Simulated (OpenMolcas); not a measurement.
## Computed transition rates of Sc I

```yaml
Program: OpenMolcas 26.06
Method: "MS-CASPT2, IPEA 0.25 Eh, imaginary shift 0.1 Eh (closed shells correlated: 3s 3p)"
Basis: ANO-R3 [7s5p5d3f2g]
Scalar_Hamiltonian: X2C, finite nucleus
Active_space: 3 electrons in 6 orbitals (3d 4s)
State_averaging: 2S+1 = 2 even, 30 roots; 2S+1 = 4 even, 10 roots kept (CI in the orbitals of an earlier block)
Spin-orbit_coupling: state interaction with AMFI integrals over the reference wave functions, term energies averaged over their components
```

Rates come from the transition moments of the reference wave functions (E1 and E2 in the length form). At fixed line strength A goes as λ^-3 for E1 and M1 and as λ^-5 for E2, so a rate at the computed wavelength can be rescaled to the measured one. Measured vacuum wavelengths follow from level energies in NIST Handbook of Basic Atomic Spectroscopic Data. Branching counts decays inside the model space alone, at computed energies, and the table is only a selection of the E2 and M1 lines, drawn from those between levels with measured partners whose computed energy lies within a factor of 1.5 of the measured one.

```csv
Upper,Lower,Type,λ computed (nm),λ measured (nm),A computed (s-1),A rescaled (s-1),Branching %
3d2 4s 4F 7/2,3d2 4s 4F 5/2,M1,158300,190200,1.10e-05,6.34e-06,22.4
3d2 4s 4F 9/2,3d2 4s 4F 7/2,M1,123500,149000,1.44e-05,8.20e-06,85.4
3d 4s2 2D 5/2,3d 4s2 2D 3/2,M1,74670,59400,2.60e-05,5.16e-05,100.0
3d2 4s 4F 7/2,3d 4s2 2D 5/2,E2,1216,874,3.53e-05,,72.2
3d2 4s 4F 3/2,3d 4s2 2D 3/2,E2,1212,868.1,1.97e-05,,70.3
3d2 4s 4F 5/2,3d 4s2 2D 3/2,E2,1205,865.2,4.29e-05,,88.3
3d2 4s 2F 5/2,3d 4s2 2D 5/2,E2,860.2,677.6,2.00e-01,6.59e-01,16.0
3d2 4s 2F 7/2,3d 4s2 2D 5/2,E2,850.7,672.3,1.13e+00,3.67e+00,89.2
3d2 4s 2F 5/2,3d 4s2 2D 3/2,E2,850.4,670,1.05e+00,3.46e+00,84.0
3d2 4s 2F 7/2,3d 4s2 2D 3/2,E2,841.2,664.8,1.37e-01,4.44e-01,10.8
```

Spin-changing lines and M1 lines between different terms are not rescaled, since their strength hangs on the term gaps too.

The largest correction is for 3d2 4s 2F 5/2 → 3d 4s2 2D 5/2 (E2): 2.00e-01 × (860.2 / 677.6)^5 = 6.59e-01 s-1, a factor of 3.30.

No measured rate stands beside these. Rescaling mends the energy factor alone: line strengths can still be far off where a level mixes with configurations outside the active space, and weak or spin-changing lines hang on small mixing coefficients that depend on the term gaps too, so rescaling need not improve them.

Term energies are means over components that CASPT2 splits; among the terms shown or strongly mixed into the levels shown the widest spread is 1600 cm-1 (3d2 4s 2F). Over all roots computed the reference weight is 0.85 to 0.92; the roots of lowest weight are the least certain, and an intruder state may touch them. Terms from blocks run as CI alone lack orbitals of their own. A single d shell beside an s shell can misplace configurations of different d count against each other. Measured partners are found by configuration, term and J. A level has none where our copy of the source lacks it or the pairing is in doubt (some pairs that miss far off the trend of their configuration count as doubtful). Only configurations of the active space appear.
